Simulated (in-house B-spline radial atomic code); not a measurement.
Hg. Computed with a B-spline radial atomic code. Model: non-relativistic spherical atom: semilocal Troullier-Martins pseudo-atom, one channel per l, against all electrons, high spin, G0W0 and RPA with empty states to l = 8, local potential for every l without a channel, a model core (radius 0 = none) keeps its share of the functional.

Without relativity these are model numbers for so heavy an element.

What the tables leave out is listed at the end.

The pseudopotential gives back the lowest level of each angular momentum of its own functional in the configuration it was made in; a second state of the same l is only approximately right. Exact exchange, RPA and GW see the smooth pseudo-orbitals and miss the exchange with the core, for which the functional's share stands in. The column with an uncorrelated core keeps all orbitals and exact exchange, and so separates missing core correlation from pseudisation. Only the three outermost levels and the lowest empty one were computed. RPA here is direct RPA, with no exchange kernel, and its energies carry an (l + 1/2)⁻⁴ tail. A hybrid on a potential with a model core restores only its own semilocal share of the core's exchange.

Command:
```bash
python run_psgw.py task.json out
```
Settings (lengths in bohr, energies in hartree):
```
Z                      80
electrons              80
configuration          [Xe] 4f14 5d10 6s2
generated_in           [Xe] 4f14 5d10 6s2
functional             pbe,pbe
core_shells            9
radius_factor          1.15
core_correction        False
ion_configuration      [Xe] 4f14 5d10 6s1
```

Cost of the run: 52 s on 1 thread of Intel(R) Xeon(R) 6975P-C (Granite Rapids), with other jobs on the host.

Given: made with PBE; model core radius 0 bohr; local radius 1.098 bohr; mean-field start PBE.

Valence shells of the generating configuration: 4f, 5s, 5p, 5d, 6s.

Channel: s 1.043, p 1.115, d 1.324, f 1.411 (radii in bohr).

Computed: largest level miss in the spin-unpolarised generating configuration 0.1 eV; valence RPA correlation energy all-electron orbitals -2.4922 hartree; valence RPA correlation energy pseudo -2.8347 hartree; pseudo-atom RPA polarisability 45.311 bohr³; ionisation by mean-field all-electron 8.4685 eV; ionisation by mean-field pseudo minus all 0.133 eV; ionisation by RPA pseudo minus all -0.027 eV.

```csv
level,occupied,mean-field all-electron (eV),mean-field pseudo minus all (eV),G0W0 all-electron (eV),G0W0 uncorrelated core minus all (eV),G0W0 pseudo minus all (eV),exchange self-energy all-electron (eV),exchange self-energy pseudo (eV)
6s,1,-5.2934,-0.1,-8.4968,0.001,-0.111,-11.23,-10.974
```

Q: What is the ionisation by RPA all-electron?

A: 8.7977 eV.

Q: What is the all-electron RPA polarisability, core included?

A: 46.723 bohr³.

Given: mean-field start PBE0.

Computed: valence RPA correlation energy pseudo -2.7486 hartree; all-electron RPA polarisability, core included 41.943 bohr³; pseudo-atom RPA polarisability 41.314 bohr³; ionisation by mean-field pseudo minus all 0.069 eV; ionisation by RPA all-electron 8.6266 eV; ionisation by RPA pseudo minus all -0.03 eV.

```
level  occupied  mean-field all-electron (eV)  mean-field pseudo minus all (eV)  G0W0 all-electron (eV)  G0W0 uncorrelated core minus all (eV)  G0W0 pseudo minus all (eV)  exchange self-energy all-electron (eV)  exchange self-energy pseudo (eV)
   6s         1                       -5.9374                            -0.057                 -8.5293                                  0.002                      -0.042                                  -11.02                           -10.689
```

Q: What is the valence RPA correlation energy all-electron orbitals?

A: -2.4009 hartree.

Q: What is the ionisation by mean-field all-electron?

A: 8.2005 eV.

Given: mean-field start Hartree-Fock.

Computed: valence RPA correlation energy all-electron orbitals -2.1722 hartree; all-electron RPA polarisability, core included 37.402 bohr³; ionisation by mean-field all-electron 6.8138 eV; ionisation by mean-field pseudo minus all -0.074 eV; ionisation by RPA all-electron 8.2052 eV; ionisation by RPA pseudo minus all -0.066 eV.

```
level  occupied  mean-field all-electron (eV)  mean-field pseudo minus all (eV)  G0W0 all-electron (eV)  G0W0 uncorrelated core minus all (eV)  G0W0 pseudo minus all (eV)  exchange self-energy all-electron (eV)  exchange self-energy pseudo (eV)
   6s         1                       -7.1034                             0.083                 -8.4113                                  0.002                        0.14                                 -10.063                           -9.5366
   5d         1                       -19.434                            -0.971                 -18.936                                 -0.043                      -0.062                                 -36.234                           -36.065
```

Q: What is the valence RPA correlation energy pseudo?

A: -2.529 hartree.

Q: What is the pseudo-atom RPA polarisability?

A: 38.44 bohr³.

Among the listed levels the largest G0W0 shift of the pseudo-atom is +0.14 eV, for 6s on the Hartree-Fock start, while leaving the core uncorrelated moves that level by +0.00 eV. The rest, +0.14 eV, comes from pseudisation and the lost core exchange. Not in the tables (levels of low weight, unsolved or above zero; the highest and the empty levels are kept at any weight): on PBE the G0W0 levels 5d (pseudo minus all -1.47 eV, weights 0.05 and 0.45), 5p (pseudo minus all -6.28 eV, weights -0.00 and 0.03), 6p (pseudo minus all -0.03 eV, weights 0.91 and 0.90); on PBE0 the G0W0 levels 5d (pseudo minus all -0.60 eV, weights 0.65 and 0.74), 5p (pseudo minus all -3.74 eV, weights 0.18 and 0.06), 6p (pseudo minus all -0.03 eV, weights 0.94 and 0.93); on Hartree-Fock the G0W0 levels 5p (pseudo minus all +1.62 eV, weights 0.10 and 0.09).
